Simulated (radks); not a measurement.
Excited configurations of Cd2+: one electron is placed in a higher orbital outside [Kr] 4d9. The ground configuration is [Kr] 4d10. All-electron calculation, Dirac Kohn-Sham, PBE, spin-unpolarised, spherical densities, point nucleus; open shells are shared between the two j in proportion to 2j + 1. Program: a radial shooting solver on a logarithmic mesh with Libxc functionals. Excitation = E - E(ground); binding = E(ion) - E, where the ion is the core of charge +3; n* = 3/sqrt(2 binding) in atomic units, and the quantum defect is n - n*. Eigenvalue and <r> are those of j = l + 1/2.

outer orbital,excitation (eV),binding (eV),n*,eigenvalue (eV)
4f,29.967,8.040,3.903,-6.301
5p,17.575,20.431,2.448,-16.496
6p,27.750,10.257,3.455,-8.669
6d,30.845,7.162,4.135,-6.009
7p,31.761,6.246,4.428,-5.351

The Delta-SCF ionisation energy is 38.007 eV (NIST Atomic Spectra Database: 37.47 eV, measured). Self-interaction in the functional shifts the binding energies and quantum defects, so they are the method's values and not measured ones. Spin polarisation and multiplet splitting are left out, so open shells lie too high by an amount that depends on their filling. Sharing an open shell by 2j + 1 raises it above the true ground level by a part of the spin-orbit splitting, which enters the differences from NIST.

Beside tabulated values, note that spin-unpolarised runs miss the spin-polarisation part of the exchange energy of open shells.
